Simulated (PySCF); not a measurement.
Two-component Hartree-Fock for C⁺ (carbon, charge +1)

Start: [He] 2s1 2p1 3s1; 2s1/2 filled at m_j = +1/2; 2p3/2 filled at m_j = +3/2; 3s1/2 filled at m_j = +1/2. Calculated with PySCF 2.14 in x2c-SVPall-2c with one added diffuse shell of s type (4s2p1d, 15 functions): generalised Hartree-Fock with the X2C-1e Hamiltonian and a Gaussian nucleus; one run each with spin-orbit coupling (SO) switched off, then screened by Boettger's factors. This is a chosen level, not necessarily the ground level.

```csv
spinor shell,electrons,"ε, spin-free (eV)","ε, screened SO (eV)",weight of nominal j (screened SO),"rms radius, screened SO (bohr)"
1s1/2,2,-335.23,-335.23,1.000,0.312
2s1/2,1,-42.092,-42.092,1.000,1.49
2p3/2,1,-34.153,-34.149,1.000,1.47
3s1/2,1,-9.861,-9.861,1.000,4.57
```

| quantity | spin-free | screened SO |
| --- | --- | --- |
| E (hartree) | -36.57145 | -36.57132 |
| M_J | 5/2 | 5/2 |
| ⟨J²⟩ | 8.751 | 8.751 |
| ⟨L²⟩ | 2.001 | 2.001 |
| ⟨S²⟩ | 3.750 | 3.750 |

Each row is a mean over spinors that exchange with the open shell spreads, by up to 3.172 eV (1s1/2).

Without spin-orbit coupling the j labels of p, d and f shells carry no meaning; the spin-free column gives the mean over the occupied spinors of each nl shell.
